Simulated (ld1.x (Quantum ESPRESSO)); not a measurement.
## tin: one change to a TM semilocal potential, before and after

ld1.x (Quantum ESPRESSO) 7.5 input, shortened:

```
&input
   title='Sn', zed=50., rel=1, dft='PBE', iswitch=3,
   config='[Kr] 4d10 4f-2 5s2 5p1.75'
 /
 &inputp
   pseudotype=1, tm=.true., lloc=3,
   nlcc=.true.
 /
4
5S  1  0   2.00   0.00  1.55  1.55  0.0
5P  2  1   1.75   0.00  2.45  2.45  0.0
4D  3  2  10.00   0.00  1.75  1.75  0.0
4F  4  3  -2.00   0.25  2.15  2.15  0.0
 &test
   configts(1)='4d10 5s2 5p1.75'
 /
```

All-electron outer shells of the reference configuration (PBE, scalar-relativistic, ld1.x):

| shell | level (eV) | outermost node (bohr) | outermost maximum (bohr) |
| --- | --- | --- | --- |
| 4s | -135.76 | 0.40 | 0.74 |
| 4p | -91.53 | 0.41 | 0.79 |
| 4d | -27.67 | 0.39 | 0.88 |
| 5s | -12.24 | 0.98 | 2.01 |
| 5p | -5.22 | 1.09 | 2.52 |

Change: core correction a·sin(br)/r model core inside 1.60 bohr.

Cutoffs: the cutoffs (Ry, on a coarse ladder) from which the occupation-weighted sum of valence levels, in a spherical-Bessel basis at the reference potential, stays within 10 and 1 mRy of its value at 400 Ry; they do not see the model core or the augmentation charge, which bear on the density cutoff. Errors are all-electron minus pseudo energies relative to the spin-unpolarised reference configuration.

What does the change do?

The potential gets neither clearly harder nor softer (80 Ry and 140 Ry → 80 Ry and 140 Ry); of the 7 tests that both files solve, the error grows in 1 and shrinks in 4 by more than 15 % and 0.3 meV (median size 6.1 → 5.1 meV); neither file shows a bound ghost. The default core radius of the base comes out at 0.65 bohr. A semilocal file is local in each channel, so a ghost entry of none says nothing of the separable form that plane-wave codes build from it. A wider model core is smoother and lowers the density cutoff, which this test does not measure.

```tsv
quantity	base	changed
cutoff, loose	80 Ry	80 Ry
cutoff, tight	140 Ry	140 Ry
bound ghosts	none	none
error for 4d10 5s2 5p2, meV [ΔE -1.11 eV]	+0.3	+0.3
error for 4d10 5s2 5p1, meV [ΔE 5.76 eV]	-1.1	-1.0
error for 4d10 5s2 5p0, meV [ΔE 19.71 eV]	-6.1	-5.1
error for 4d9 5s2 5p2, meV [ΔE 31.58 eV]	-81	-53
error for 4d10 5s1 5p2, meV [ΔE 13.41 eV]	0.0	+1.7
error for 4d10 5s0 5p0, meV [ΔE 91.81 eV]	-58	-27
error for 4d10 5s0 5p4, meV [ΔE 13.07 eV]	-14	-6.2
s: phases at 2.64 bohr within 0.05 rad from the reference energy up to (Ry; the scan ends near 5)	1.1	1.1
p: phases at 2.64 bohr within 0.05 rad from the reference energy up to (Ry; the scan ends near 5)	3.1	3.1
d: phases at 2.64 bohr within 0.05 rad from the reference energy up to (Ry; the scan ends near 5)	0.7	0.7
f: phases at 2.64 bohr within 0.05 rad from the reference energy up to (Ry; the scan ends near 5)	1.5	1.5
```
